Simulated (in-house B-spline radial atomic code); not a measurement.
How numerical settings move a run on the hafnium ion Hf²⁺, [Xe] 4f14 5d2. Computed with an all-electron radial atomic-structure program (B-spline basis): Dirac-Kohn-Sham LDA VWN5, spherical fractional occupations, Fermi nucleus of rms radius 5.347 fm.

Command:
```bash
python run_scf.py task.json out
```
Settings of the sound reference run:
```
Z                72
electrons        70
configuration    [Xe] 4f14 5d2
hamiltonian      dirac
method           lda,vwn
spin_polarised   False
nucleus          fermi
rms_radius       5.347
mass_number      180
atomic_mass      179.9466
speed_of_light   137.036
knot_spacing     0.22
spline_order     8
gauss_points     12
box_radius       22.22
max_iterations   70
damping          0.5
damped_steps     3
diis_vectors     10
tolerance        1e-08
start            Thomas-Fermi
```

Cost of the run: 2.4 s on 1 thread of Arm Neoverse N1, with other jobs on the host.

It converges in 10 iterations to -15085.769527 hartree, with 5d5/2 at -16.7803 eV. The other runs change the listed settings, some to values that make no sense; their results aren't properties of the atom or ion. Radii are in bohr (the nuclear one in fm), a minus after a letter asks for a j subshell, and «unchanged» means within 1e-8 hartree. The run stops when the residual is below 10 × tolerance × max(1, Z/10), or a noise floor if that is larger, and the energy moves by less than 1e-8 × √|E| hartree; so very loose and very tight tolerances often act alike.

| changed settings | outcome |
| --- | --- |
| electrons = 73, configuration = [Xe] 4f14 5d2 6s3, max_iterations = 60 | stopped with error: shell 6s holds at most 2 electrons |
| spline_order = 7 | converged in 10 iterations, energy +9.51e-07 hartree from the reference |
| spline_order = 6 | converged in 10 iterations, energy +2.01e-05 hartree from the reference |
| first_knot = 0.0139 | converged in 10 iterations, energy +6.27e+00 hartree from the reference, 5d5/2 level -9.4e-03 eV |
| spline_order = 10, max_iterations = 100, start = bare nucleus | converged in 13 iterations, energy -1.70e-07 hartree from the reference, 5d5/2 level +5.3e-07 eV |
| first_knot = 1.39e-06 | converged in 10 iterations, energy +2.40e-08 hartree from the reference |
| first_knot = 1.39e-05, max_iterations = 60, damping = 0.2 | converged in 13 iterations, energy -1.48e-07 hartree from the reference, 5d5/2 level +4.1e-06 eV |
| first_knot = 0.00417 | converged in 10 iterations, energy -1.16e+00 hartree from the reference, 5d5/2 level -3.9e-04 eV |
| damped_steps = 30 | converged in 30 iterations, energy unchanged, 5d5/2 level -1.2e-05 eV |
| spline_order = 5 | converged in 10 iterations, energy +3.84e-04 hartree from the reference, 5d5/2 level -5.3e-06 eV |
| first_knot = 1.39e-05 | converged in 10 iterations, energy -1.48e-07 hartree from the reference, 5d5/2 level +3.0e-07 eV |
| spline_order = 3 | converged in 10 iterations, energy +5.39e-01 hartree from the reference, 5d5/2 level -5.3e-03 eV |
| spline_order = 4 | converged in 10 iterations, energy +1.08e-02 hartree from the reference, 5d5/2 level -1.4e-04 eV |
| max_iterations = 2, tolerance = 1e-05 | not converged after 2 iterations, last residual 2.5e-01, last energy +1.79e+00 hartree from the reference |
| damped_steps = 0 | converged in 8 iterations, energy unchanged, 5d5/2 level +1.5e-05 eV |
| spline_order = 10 | converged in 10 iterations, energy -1.70e-07 hartree from the reference |

(1) What happens with first_knot = 0.00139?

(2) What happens with box_radius = 0.89, first_knot = 1.39e-06, max_iterations = 75, start = bare nucleus?

(3) What happens with first_knot = 0.0417?

(4) What happens with method = hf, speed_of_light = 36.01306?

## Answers

(1) Converged in 10 iterations, energy -5.08e-01 hartree from the reference, 5d5/2 level +4.2e-05 eV.

(2) Converged in 9 iterations, energy +3.44e+02 hartree from the reference, 5d5/2 level +9.8e+02 eV (the program warns: 5d5/2 has a positive eigenvalue: unbound, held by the box; 4p3/2 has a positive eigenvalue: unbound, held by the box).

(3) Converged in 10 iterations, energy +7.11e+01 hartree from the reference, 5d5/2 level -1.2e-01 eV.

(4) Stopped with error: Z/c is past the critical charge.
